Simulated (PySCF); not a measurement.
# Frontier orbitals and the lowest excitations

Species: C₃H₄F₂N₂Si.
Geometry (GFN2-xTB, Å), atoms numbered from 1 in this order:
```xyz
12
C3H4F2N2Si angstrom
N     -1.8553    2.0655   -0.7436
C     -1.6815    1.0481   -0.2568
C     -1.3981   -0.2709    0.3049
F     -2.5341   -1.0132    0.3857
F     -0.9267   -0.1571    1.5760
C     -0.3713   -0.9831   -0.6000
N      0.8434   -0.7654   -0.6222
Si     1.9612    0.2876    0.1818
H     -0.8350   -1.7308   -1.2431
H      2.5858    0.9233   -0.9728
H      1.4067    1.2808    1.1012
H      2.8059   -0.6855    0.8627
```

Level of theory: TDDFT wB97X-D/def2-SVPD, vertical, gas phase, core orbitals frozen in the response in PySCF 2.14.0, density-fitted response routines.

Frontier orbitals with the atoms that hold most of them (Löwdin shares over 4%, at most four atoms; ? is withheld):

```tsv
orbital	ε (eV)	atoms
HOMO-3	-12.93	N1 40%, C2 32%, Si8 7%, N7 6%
HOMO-2	-12.24	Si8 38%, H11 21%, H10 15%, H12 9%
HOMO-1	-11.67	Si8 24%, N7 21%, H12 17%, C6 15%
HOMO	-9.82	?
LUMO	-0.36	?
LUMO+1	0.86	N1 32%, C2 27%, C3 13%, F4 10%
LUMO+2	1.83	Si8 36%, C2 11%, H10 9%, H12 9%
```

Task: Which atoms hold the LUMO, and with what shares?

Result: C6 (bonded to C, N and H) 28%; N7 (bonded to C and Si) 28%; C3 (bonded to 2 C and 2 F) 9%; N1 (bonded to C) 9%. By element: carbon 38% or more, nitrogen 37%.

Task: Give the leading atoms of the HOMO.

Result: N7 (bonded to C and Si) 52%; C6 (bonded to C, N and H) 13%; Si8 (bonded to N and 3 H) 10%; C3 (bonded to 2 C and 2 F) 7%. By element: nitrogen 52% or more, carbon 20% or more, silicon 10%.

Task: The HOMO–LUMO gap is 9.46 eV. Where does the response calculation put the lowest singlet, and from which orbitals?

Result: S1 is at 3.93 eV (f = 0.0011), 5.53 eV below the gap, made of HOMO→LUMO (93%). 

Task: One configuration dominates each of S1, S2 and S6. Which, and how do the shares of the two leading atoms of either orbital change from the occupied to the empty one?

Result: 
- S1 (3.93 eV, f 0.0011), HOMO→LUMO (93%): N7 52% → 28%, C6 13% → 28%
- S2 (6.30 eV, f 0.0025), HOMO→LUMO+1 (93%): N7 52% → at most 10%, C6 13% → at most 10%, N1 at most 8% → 32%, C2 at most 8% → 27%
- S6 (7.51 eV, f 0.017), HOMO-2→LUMO (80%): Si8 38% → at most 9%, H11 21% → at most 9%, C6 at most 9% → 28%, N7 at most 9% → 28%

Löwdin shares depend on the basis, the more so with diffuse functions.

One conformer stands for the species.
